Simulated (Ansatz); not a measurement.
`O[SiH](O)O` + `C=C[SiH2]Cl` → `O[SiH](O)/C=C\[SiH2]Cl` + H₂O  (formal exchange of groups at the Si–O bond)

Gas-phase electronic energies from Ansatz, PBE0-D4/def2-TZVP geometries. CBS: MP2 limit from def2 TZ/QZ plus the TZ coupled-cluster correction, frozen cores. This one scheme is used for every species. DFT in def2-TZVPP. B3LYP here is the variant with VWN-RPA as its local correlation; programs differ in this. Each species was taken in one conformer, which may not be the lowest.

`O[SiH](O)O`:

```xyz
8

O     0.854    0.890   -1.082
Si    0.214   -0.247   -0.106
O    -1.427   -0.264   -0.069
O     0.668    0.056    1.433
H     0.799    1.804   -0.795
H     0.734   -1.523   -0.634
H    -1.891   -0.519   -0.867
H     0.049   -0.196    2.120
```

`C=C[SiH2]Cl`:

Z-matrix (Å, degrees):
```
Si
C 1 1.848
Cl 1 2.061 2 110.3
H 1 1.483 2 111.9 3 118.2
H 1 1.483 2 109.2 3 -118.9
C 2 1.330 1 121.7 3 118.7
H 2 1.088 1 119.5 3 -61.9
H 6 1.087 2 121.7 1 -1.0
H 6 1.086 2 122.2 1 179.1
```

`O[SiH](O)/C=C\[SiH2]Cl`:

Cartesian coordinates in Å:
```
O 1.342 1.256 2.280
Si 0.782 -0.016 1.412
O 1.525 -0.191 -0.050
C -0.984 0.189 0.905
C -1.417 0.034 -0.352
Si -0.444 -0.447 -1.882
Cl -1.911 -0.679 -3.338
H 1.196 2.136 1.929
H 1.050 -1.182 2.283
H 2.391 -0.597 -0.102
H -1.715 0.461 1.668
H -2.479 0.189 -0.553
H 0.445 0.612 -2.403
H 0.219 -1.765 -1.798
```

H₂O:

```xyz
3

O     0.213    0.060    0.320
H     0.462   -0.433   -0.465
H    -0.676    0.374    0.145
```

```
             level  ΔE (kJ/mol)  difference from CCSD(T)/CBS
            PBE-D4        100.7                        -11.4
         r2SCAN-D4        114.8                          2.7
          B3LYP-D4        112.0                         -0.1
           ωB97M-V        112.4                          0.3
               PBE        110.0                         -2.1
            r2SCAN        117.7                          5.6
              PBE0        114.1                          2.0
SCS-MP2/def2-TZVPP        118.9                          6.8
   CCSD/def2-TZVPP        118.8                          6.7
CCSD(T)/def2-TZVPP        113.9                          1.8
     HF/def2-QZVPP        146.3                         34.2
    MP2/def2-QZVPP        113.1                          1.0
SCS-MP2/def2-QZVPP        118.5                          6.4
      HF/CBS(def2)        146.5                         34.4
     MP2/CBS(def2)        111.9                         -0.2
    CCSD/CBS(def2)        117.0                          4.9
       CCSD(T)/CBS        112.1                            0
```

Largest T1 diagnostic among the species: 0.011.

In def2-TZVPP, CCSD(T) changes the Hartree–Fock value by −31.1 kJ/mol (the triples alone add −4.9 kJ/mol) and MP2 by −31.2 kJ/mol. From PBE to PBE0 (25 % exact exchange), in def2-TZVPP and without D4, ΔE moves by +4.2 kJ/mol.
